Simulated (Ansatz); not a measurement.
Input file for Ansatz (a program for electronic structure): R-B3LYP/def2-TZVPP on CH4OSi (SMILES CO[SiH]), a point of a torsion scan.

Ansatz 0.2 input:
```yaml
crystal:
  periodic: [false, false, false]
  atoms:
    - {symbol: C, position_ang: [-0.77045620, -0.20914154, 0.05395321]}
    - {symbol: O, position_ang: [-0.30174322, 1.04552675, -0.33821005]}
    - {symbol: Si, position_ang: [-0.99113313, 2.34816177, -1.01478571]}
    - {symbol: H, position_ang: [-0.22927599, -0.98067637, -0.49956461]}
    - {symbol: H, position_ang: [-1.84247684, -0.32082336, -0.13597744]}
    - {symbol: H, position_ang: [-0.58305682, -0.34121328, 1.12253981]}
    - {symbol: H, position_ang: [-2.41222933, 1.88861513, -1.15399035]}
basis:
  gaussian:
    orbitals: def2-TZVPP
hamiltonian:
  xc: {name: B3LYP}
scf: {lower_state_search: off}
```

Program output:

```
WARN ansatz: RAYON_NUM_THREADS=1 ignored (pool sized by the plan → 1); use --threads N
Functional definition: B3LYP
these checks for a lower state are left out or cut short: stability, starts, cluster_reference, orbital_swaps, neighbouring_geometries, increment
integrals: 0.06 GiB planned
858 factors; their error is unknown
mean field: 0.59 GiB planned
mean field evaluation 1: about -11022.0186 eV, gradient 5.7e1 eV
mean field evaluation 2: about -10995.4281 eV, gradient 1.2e2 eV
mean field evaluation 4: about -11028.2787 eV, gradient 7.2e0 eV
mean field evaluation 8: about -11028.3884 eV, gradient 3.6e-1 eV
mean field evaluation 16: about -11028.3885 eV, gradient 4.5e-6 eV
mean field -11028.38854756 eV, -405.2858038127 hartree, gradient 4.6e-6 eV, S^2 0.000000; 0 other end points of the search recorded, 0 dependent functions left out
reference -11028.38878458 eV, -405.2858125230 hartree; 16, 16 occupied and 144, 144 virtual orbitals, 858 factors
Total energy: -11028.38878458 eV, -405.2858125230 hartree
Checks for a lower state left out: stability, starts, cluster_reference, orbital_swaps, neighbouring_geometries, increment
```

Self-consistency was reached.

Cost: around 1.3 core-seconds (rough).
